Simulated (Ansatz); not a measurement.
The cluster Re2Te3. Charge 0, multiplicity 1. Geometry PBE-D4/def2-SVP.

```xyz
5

Re   -0.082    1.108    0.051
Re   -0.013   -1.094   -0.202
Te   -0.992    1.488    2.334
Te   -1.310    0.199   -2.096
Te    2.397   -1.702   -0.087
```

In the def2 sets Re, Te take a core potential; there is no spin–orbit coupling. At HF/def2-TZVP the restricted singlet is unstable: a solution with broken spin symmetry lies lower. The restricted singlet is unstable towards broken spin symmetry in Hartree–Fock (as tested in another run); at PBE-D4/def2-TZVP, r2SCAN-D4/def2-TZVP, PBE0-D4/def2-SVP, PBE0-D4/def2-TZVP this wasn't settled. No other spin state of charge 0 was run. Another isomer (singlet) lies 0.22 eV lower at PBE0-D4/def2-TZVP; other spin states weren't run for this one.

Estimate the orbital energies around the gap (eV) in Ansatz with HF/def2-TZVP, PBE-D4/def2-TZVP, r2SCAN-D4/def2-TZVP, PBE0-D4/def2-SVP, PBE0-D4/def2-TZVP.


```csv
orbital,HF/def2-TZVP,PBE-D4/def2-TZVP,r2SCAN-D4/def2-TZVP,PBE0-D4/def2-SVP,PBE0-D4/def2-TZVP
HOMO−13,-20.85,-15.09,-15.62,-16.88,-16.81
HOMO−12,-13.56,-9.24,-9.58,-10.56,-10.46
HOMO−11,-13.15,-8.45,-8.82,-9.86,-9.76
HOMO−10,-12.66,-8.29,-8.62,-9.64,-9.54
HOMO−9,-11.96,-8.00,-8.28,-9.13,-9.04
HOMO−8,-11.40,-7.89,-8.21,-9.10,-9.00
HOMO−7,-11.21,-7.39,-7.70,-8.53,-8.46
HOMO−6,-10.49,-7.24,-7.52,-8.44,-8.35
HOMO−5,-10.39,-6.82,-7.11,-7.86,-7.82
HOMO−4,-9.57,-6.45,-6.74,-7.57,-7.53
HOMO−3,-8.84,-6.10,-6.33,-7.00,-6.99
HOMO−2,-8.48,-5.64,-5.87,-6.52,-6.50
HOMO−1,-8.24,-5.51,-5.72,-6.33,-6.31
HOMO,-7.96,-4.86,-5.06,-5.79,-5.76
LUMO,-1.31,-4.46,-4.62,-4.15,-4.11
LUMO+1,-0.79,-4.21,-4.22,-3.66,-3.64
LUMO+2,-0.01,-3.94,-3.90,-3.29,-3.26
LUMO+3,0.12,-3.31,-3.31,-2.73,-2.67
LUMO+4,0.32,-3.24,-3.25,-2.65,-2.63
LUMO+5,0.44,-2.90,-2.89,-2.33,-2.32
```
